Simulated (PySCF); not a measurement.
Mo(NH)(S)(Cl)(SH) (ClH₂MoNS₂), SMILES [Mo]([SH])(=[NH])([Cl])=[S], multiplicity 1. Atoms are numbered in the order given.

```xyz
7

Mo     0.1252    -0.0976    -0.1268
N      0.8100    -1.1372    -1.3278
H      1.5414    -1.7823    -1.6583
S      1.3177    -0.1339     1.6365
Cl    -0.0416     2.0294    -0.9471
S     -1.9182    -1.1305     0.2967
H     -2.1569    -0.4267     1.4448
```

Geometry optimised at PBE-D3(BJ)/def2-SVP. The multiplicity is an assumed one; no other spin state was optimised. The structure was generated by enumeration; whether it is a known compound was not checked. The def2 effective core potentials stand for the cores of Mo; spin–orbit coupling is left out. The values are those of a single conformer.

All values below come from PBE/def2-TZVP run with PySCF.

ESP charges are fitted to the potential on shells at 1.4 to 2.0 van der Waals radii. Atomic charges (e):

```json
[
 {"atom": "Mo1", "Löwdin": "-0.36", "ESP fit": "0.23"},
 {"atom": "N2", "Löwdin": "-0.26", "ESP fit": "-0.33"},
 {"atom": "H3", "Löwdin": "0.17", "ESP fit": "0.32"},
 {"atom": "S4", "Löwdin": "0.15", "ESP fit": "-0.14"},
 {"atom": "Cl5", "Löwdin": "0.08", "ESP fit": "-0.10"},
 {"atom": "S6", "Löwdin": "0.14", "ESP fit": "-0.16"},
 {"atom": "H7", "Löwdin": "0.07", "ESP fit": "0.19"}
]
```
